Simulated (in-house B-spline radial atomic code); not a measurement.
The numbers below are computed, except where a source is named.
## Softness against transferability: the 3s channel of Mn

Mn, [Ar] 3d5 4s2, non-relativistic PBE, spherical and spin-unpolarised, from a B-spline radial code for spherical atoms (atomic units). The all-electron 3s level is ε = -3.093751 hartree, its outermost node lies just inside 0.35 bohr and its outer maximum at 0.74 bohr.

Troullier-Martins pseudo-orbitals are made for several radii. The cutoffs (hartree) are the plane-wave energies beyond which the orbital holds less than the named kinetic energy per electron. The phase error is the difference, pseudo minus all-electron, of arctan(R P'/P) at R = 1.34 bohr for all radii, half a hartree below and above the level.

| r_c (bohr) | V_l(0) (hartree) | cutoff for 10 mEh | for 1 mEh | for 0.1 mEh | phase error at ε − 0.5 (mrad) | at ε + 0.5 (mrad) |
| --- | --- | --- | --- | --- | --- | --- |
| 0.56 | -44.15 | 134 | > 450 | > 450 | -4.5 | -0.8 |
| 0.65 | -4.53 | 85.5 | 185 | 388 | -2.3 | -0.4 |
| 0.74 | 8.05 | 65.4 | 96.9 | 174 | -1.7 | -0.3 |
| 0.84 | 7.09 | 63.6 | 94.1 | 166 | -1.9 | -0.3 |
| 0.94 | 3.16 | 54.1 | 82.4 | 142 | -3.1 | -0.5 |
| 1.04 | 0.04 | 31.7 | 69.1 | 117 | -6.0 | -1.0 |

Q: Which radius needs the lowest cutoff for 1 mEh while both phase errors stay within 3.2 mrad?

A: The radii within that limit are 0.65, 0.74, 0.84, 0.94 bohr; of these r_c = 0.94 needs the least, 82.4 hartree, that is 165 Ry or 2242 eV.
